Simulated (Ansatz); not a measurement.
AlFH₄SSi, SMILES `[F][AlH][S][SiH3]`, relaxed with RKS PBE0-D4/def2-TZVP in Ansatz from a PBE-D4/def2-SVP geometry. The force threshold is 0.005 eV/Å; the program also tests the step.

Total charge 0; spin multiplicity 1.

Start:

```xyz
8

F    -2.269   -2.605   -0.020
Al   -1.445   -1.145   -0.054
S     0.721   -1.266    0.227
Si    1.219    0.841    0.055
H    -2.264    0.193   -0.276
H     1.766    1.137   -1.312
H     2.265    1.144    1.086
H     0.007    1.701    0.294
```

```csv
step,energy (eV),largest force (eV/Å),largest move (Å)
1,-28084.9535,0.783,0.000
2,-28084.9833,0.470,0.045
3,-28084.9891,0.077,0.014
4,-28084.9896,0.015,0.009
5,-28084.9897,0.012,0.006
6,-28084.9897,0.008,0.002
7,-28084.9901,0.005,0.031
8,-28084.9902,0.075,0.114
9,-28084.9907,0.023,0.042
10,-28084.9908,0.013,0.008
11,-28084.9911,0.037,0.056
12 (rejected),-28084.9867,0.160,0.192
13 (rejected),-28084.9834,0.240,0.045
14,-28084.9914,0.004,0.022
15,-28084.9917,0.021,0.071
16,-28084.9917,0.020,0.014
17,-28084.9918,0.015,0.022
18,-28084.9918,0.019,0.022
19 (rejected),-28084.9917,0.029,0.034
20,-28084.9918,0.017,0.017
21,-28084.9919,0.013,0.004
22,-28084.9919,0.010,0.002
23,-28084.9919,0.003,0.002
```

End:

```xyz
8

F    -2.231   -2.568    0.001
Al   -1.438   -1.127    0.002
S     0.725   -1.257   -0.008
Si    1.212    0.828   -0.003
H    -2.270    0.202    0.011
H     2.003    1.140   -1.218
H     2.021    1.129    1.204
H    -0.024    1.652    0.010
```

Hardware: 2 threads of an Arm Neoverse V1 on a shared host. Wall time 99 s, peak host memory 0.39 GiB.
